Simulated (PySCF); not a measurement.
CH₇FSi₂.
Numbering: `[F:1][CH2:2][SiH2:3][SiH3:4]` (hydrogens: H5, H6 on C2; H7, H8 on Si3; H9, H10, H11 on Si4)

Level of theory: PySCF 2.14.0, PBE0-D3(BJ)/def2-SVP geometry optimisation, gas phase.

Problem. List the bond lengths, angles and torsions at this level.

Solution. 
| bond | length (Å) | order |
| --- | --- | --- |
| F1–C2 | 1.382 | single |
| C2–Si3 | 1.909 | single |
| Si3–Si4 | 2.344 | single |
| C2–H5, C2–H6 | 1.104 | single |
| Si3–H7, Si3–H8 | 1.496 | single |
| Si4–H9, Si4–H10, Si4–H11 | 1.495 | single |

Bonds in one row agree within 0.01 Å and their mean is given. Orders are formal, as drawn. A selection of angles:
| angle | degrees |
| --- | --- |
| F1–C2–Si3 | 109.2 |
| F1–C2–H5 | 109.1 |
| Si3–C2–H5 | 111.8 |
| Si3–C2–H6 | 110.4 |
| H5–C2–H6 | 107.4 |
| C2–Si3–Si4 | 107.4 |
| C2–Si3–H7 | 108.5 |
| C2–Si3–H8 | 110.0 |
| Si4–Si3–H7 | 111.6 |
| H7–Si3–H8 | 108.8 |
| Si3–Si4–H9 | 109.9 |
| Si3–Si4–H10 | 110.9 |
| H9–Si4–H10 | 109.0 |

Torsions: F1–C2–Si3–Si4 48° (synclinal). The mirror-image conformer, all signs reversed, is as good.

Si4 (SiH3 silicon) is tetrahedral (angles from 108.7° to 110.9°). Si3 (SiH2 silicon) is tetrahedral (angles from 107.4° to 111.6°).

Point group: C1 (no symmetry element, even within 0.4 Å). Whether it is a minimum is left open (no frequencies). One conformer, not necessarily the lowest.
